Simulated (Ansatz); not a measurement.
Isolated molecules relaxed with PBE0-D4/def2-TZVP in Ansatz; ΔE leaves out vibrations. CBS: MP2 limit from def2 TZ/QZ plus the TZ coupled-cluster correction, frozen cores. Functionals use def2-TZVPP. B3LYP here is the variant with VWN-RPA as its local correlation; programs differ in this. HSE06 is defined as in plane-wave codes. For Ga, Ge outer-core shells are correlated without core-valence functions, which leaves a few kJ/mol of doubt a bond. Scalar relativity is left out up to krypton. One conformer a species, not always the lowest.

Reaction (redistribution): `C[NH][GaH][CH3]` + `N=[C](F)[GeH3]` → `[CH3][GaH][C](=N)F` + `C[NH][GeH3]`

`C[NH][GaH][CH3]`:

```xyz
12

C     0.561   -0.792    1.566
N     0.611   -1.145    0.169
Ga   -0.013   -0.209   -1.263
C    -0.884    1.522   -0.958
H     1.559   -0.702    2.013
H    -0.004   -1.518    2.164
H     0.068    0.176    1.689
H     1.059   -2.033    0.005
H     0.218   -0.903   -2.649
H    -0.956    1.768    0.102
H    -0.327    2.318   -1.459
H    -1.892    1.519   -1.380
```

`N=[C](F)[GeH3]`:

```xyz
8

N     0.363    0.188   -1.885
C    -0.282    0.411   -0.843
F    -1.352    1.221   -0.940
Ge   -0.022   -0.228    1.011
H     1.148   -0.432   -1.705
H    -1.260   -1.022    1.439
H     1.225   -1.121    0.995
H     0.180    0.982    1.928
```

`[CH3][GaH][C](=N)F`:

Cartesian coordinates in Å:
```
C -0.052 1.645 0.792
Ga -0.424 0.457 -0.713
C 0.255 -1.417 -0.556
N 0.024 -2.102 0.463
F 0.928 -1.947 -1.622
H 0.965 2.040 0.697
H -0.098 1.083 1.727
H -0.740 2.490 0.837
H -1.227 0.813 -2.009
H 0.369 -3.062 0.384
```

`C[NH][GeH3]`:

Z-matrix (Å, degrees):
```
C
N 1 1.450
H 1 1.100 2 114.8
H 1 1.094 2 110.2 3 121.9
H 1 1.094 2 109.5 3 -120.8
Ge 2 1.838 1 118.0 3 67.0
H 2 1.010 1 111.6 3 -66.0
H 6 1.549 2 113.3 1 -56.3
H 6 1.536 2 107.2 1 -177.3
H 6 1.537 2 107.0 1 63.0
```

| level | ΔE (kcal/mol) | difference from CCSD(T)/CBS |
| --- | --- | --- |
| B97M-V | 8.8 | -0.7 |
| B3LYP-D4 | 8.8 | -0.7 |
| r2SCANh-D4 | 9.5 | 0.0 |
| r2SCAN0-D4 | 9.2 | -0.3 |
| revPBE | 8.6 | -0.9 |
| BLYP | 8.9 | -0.6 |
| HSE06 | 8.8 | -0.7 |
| SCS-MP2/def2-TZVPP | 8.4 | -1.1 |
| CCSD/def2-TZVPP | 8.6 | -0.9 |
| SCS-MP2/def2-QZVPP | 8.8 | -0.7 |
| CCSD(T)/CBS | 9.5 | 0 |

What do rigid-rotor, harmonic-oscillator terms from PBE0-D4/def2-TZVP frequencies (298.15 K, 1 bar) make of the CCSD(T)/CBS value? (Estimate.)

Ansatz gave: ΔZPE = -0.6 kcal/mol, ΔH = +9.1 kcal/mol, ΔS = 7 J/(mol·K), ΔG = +8.6 kcal/mol. Modes under 50 cm⁻¹ make the entropy rough.

Largest T1 diagnostic among the species: 0.014.

In def2-TZVPP, CCSD(T) changes the Hartree–Fock value by +2.8 kcal/mol (the triples alone add +0.4 kcal/mol) and MP2 by +2.9 kcal/mol. Leaving LDA and LC-ωPBE aside and taking each functional with its dispersion term where it has one, the values, not all of them listed here, spread over 1.6 kcal/mol, from BHLYP-D4 to r2SCAN-D4. LDA lies +2.4 kcal/mol from PBE without D4. From BLYP to BHLYP (50 % exact exchange), in def2-TZVPP and without D4, ΔE moves by −0.9 kcal/mol.
